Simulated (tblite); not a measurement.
C6H10F2.
Geometry (GFN2-xTB, Å), atoms numbered from 1 in this order:
```
atom  x, y, z in Å
C1    -1.480   -0.291    0.962
C2    -0.325    0.017    0.022
C3    -0.845    0.612   -1.282
F4    -1.700   -0.236   -1.909
F5    -1.544    1.754   -1.063
C6     0.831    0.862    0.599
C7     1.838   -0.200    0.128
C8     0.674   -1.130   -0.248
H9    -1.105   -0.715    1.890
H10   -2.160   -1.004    0.500
H11   -2.031    0.619    1.189
H12   -0.039    0.851   -1.993
H13    0.774    0.954    1.681
H14    0.944    1.855    0.168
H15    2.506   -0.580    0.897
H16    2.433    0.117   -0.726
H17    0.544   -1.961    0.440
H18    0.677   -1.515   -1.266
```

Method: GFN2-xTB as coded in tblite; computed harmonic values from a numerical Hessian at the method's own geometry, unscaled. Against measured fundamentals such values can be off by several per cent, at times by over 20. One conformer, not necessarily the lowest.

Harmonic wavenumbers (cm⁻¹): 67.8, 71.6, 189.1, 206.1, 238.4, 309.6, 318.5, 434.7, 480.4, 534.2, 711.5, 779.5, 822.1, 861.8, 930.0, 963.5, 1001.9, 1020.2, 1040.1, 1046.8, 1056.2, 1075.1, 1174.2, 1180.5, 1192.0, 1192.9, 1246.9, 1259.9, 1260.6, 1279.9, 1287.7, 1319.0, 1409.0, 1472.0, 1472.9, 1488.3, 1492.4, 1495.8, 2882.3, 3002.5, 3010.5, 3019.5, 3026.1, 3028.0, 3032.2, 3035.7, 3038.3, 3043.9.

A = 3086, B = 1554, C = 1513 MHz; mass 120.075 u (most abundant isotopes); point group Cs, symmetry number 1.

Q: Zero-point energy?

A: ½Σν̃ = 32751 cm⁻¹ = 391.79 kJ/mol.

Q: Give the ideal-gas entropy at 298.15 K and 1 bar in the rigid-rotor, harmonic-oscillator model (classical rotation).

A: Translation 168.57, rotation 117.92, vibration 89.07: S = 375.6 J/(mol K).

Q: And Cp and H(298.15 K) − H(0)?

A: Cp = 135.53 J/(mol K), of which vibrations give 102.27 (their classical limit is 48 R = 399.1); H(298.15 K) − H(0) = 24.43 kJ/mol without the zero-point energy, 14.52 from vibrations.

Q: Which modes carry the vibrational entropy at 298.15 K?

A: 67.8 cm⁻¹: 17.64; 71.6 cm⁻¹: 17.19; 189.1 cm⁻¹: 9.36; 206.1 cm⁻¹: 8.69; 238.4 cm⁻¹: 7.59; 309.6 cm⁻¹: 5.71 J/(mol K); the other 42 give 22.88 together.

Q: How do the functions run with temperature in this model?

A: 
```tsv
T (K)	S (J/(mol K))	Cp (J/(mol K))	H − H(0) (kJ/mol)	G − H(0) (kJ/mol)	ln q(vib)
50	235.2	47.7	1.94	-9.82	0.30
100	273.8	65.9	4.78	-22.60	1.09
373.15	409.3	166.2	35.75	-116.98	6.35
500	464.7	213.0	59.90	-172.43	8.95
750	564.5	278.6	121.99	-301.36	14.18
1000	650.8	320.6	197.25	-453.53	19.25
```

q(vib) and H(0) count from the zero-point level.

Q: What must be added to the electronic energy to get the Gibbs energy at 298.15 K and 1 bar?

A: ZPE + [H(298.15 K) − H(0)] − T·S = 391.79 + 24.43 − 111.97 = 304.25 kJ/mol.

Q: Blend soft modes into free rotors: weight 1/[1 + (100 cm⁻¹/ν̃)⁴] for the oscillator and the rest for a rotor with moment μB/(μ + B), μ = h/(8π²ν), B = 10⁻⁴⁴ kg m². What vibrational entropy results?

A: 82.72 J/(mol K) in place of 89.07, which changes −T·S at 298.15 K by +1.89 kJ/mol.

Hindered rotation and anharmonicity are outside this model. Other conformers, if any are populated, would add a mixing term that is left out.
